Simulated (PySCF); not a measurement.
C5H6O2, SMILES O=C1C=CCOC1.

The structure is a stationary point at B3LYP-D3(BJ)/def2-SVP. Other conformers were not sampled.

Computed with TDDFT-PBE0/def2-SVPD run with PySCF.

Vertical excitations. The molecule is in vacuum.

| state | energy (eV) | λ (nm) | f | main pairs |
|---|---|---|---|---|
| S1 | 3.48 | 356 | 0.000 | HOMO→LUMO 96 % |
| S2 | 5.25 | 236 | 0.026 | HOMO−2→LUMO 61 %, HOMO−1→LUMO 33 % |
| S3 | 5.88 | 211 | 0.200 | HOMO−1→LUMO 56 %, HOMO−2→LUMO 23 %, HOMO−3→LUMO 16 % |
| S4 | 6.35 | 195 | 0.026 | HOMO→LUMO+1 48 %, HOMO→LUMO+2 34 % |
| S5 | 6.60 | 188 | 0.053 | HOMO−3→LUMO 60 %, HOMO→LUMO+1 24 % |
| S6 | 6.82 | 182 | 0.059 | HOMO→LUMO+2 49 %, HOMO→LUMO+1 23 %, HOMO−3→LUMO 15 % |
| S7 | 7.40 | 167 | 0.033 | HOMO→LUMO+3 64 %, HOMO−1→LUMO+1 19 % |
| S8 | 7.43 | 167 | 0.016 | HOMO−1→LUMO+1 75 %, HOMO→LUMO+3 18 % |
| S9 | 7.65 | 162 | 0.017 | HOMO→LUMO+4 87 % |
| S10 | 7.72 | 161 | 0.004 | HOMO→LUMO+5 48 %, HOMO−2→LUMO+1 23 %, HOMO−1→LUMO+2 10 % |
| T1 | 3.01 | 412 | 0 | HOMO→LUMO 92 % |
| T2 | 3.58 | 346 | 0 | HOMO−1→LUMO 83 % |
| T3 | 5.04 | 246 | 0 | HOMO−2→LUMO 80 % |
| T4 | 5.65 | 219 | 0 | HOMO−3→LUMO 55 %, HOMO−4→LUMO 12 % |
Triplets are in the Tamm–Dancoff approximation, which puts them higher than full response would, so one can lie above its singlet here.
